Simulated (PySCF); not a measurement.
All values below come from CAM-B3LYP-D3(BJ)/def2-TZVP run with PySCF. All species are isolated molecules in the gas phase. One relaxed conformer stands for a flexible species; it need not be the lowest. Excitations are Tamm–Dancoff values on a coarser integration grid. The basis has no diffuse functions, so Rydberg states are missing or too high.

Reference species (SMILES): `B1=BCC1` (neutral, multiplicity 1).

The S1–T1 gap (TDA) is 0.69 eV and the S1 excitation (TDA) comes out as 1.50 eV.

Changed species: `B=BC=C`.

Q: Give the shifts of the S1–T1 gap (TDA) and S1 excitation (TDA).

A: the S1–T1 gap (TDA) falls by 0.06 eV, to 0.63 eV; the S1 excitation (TDA) goes up by 1.93 eV, to 3.43 eV.
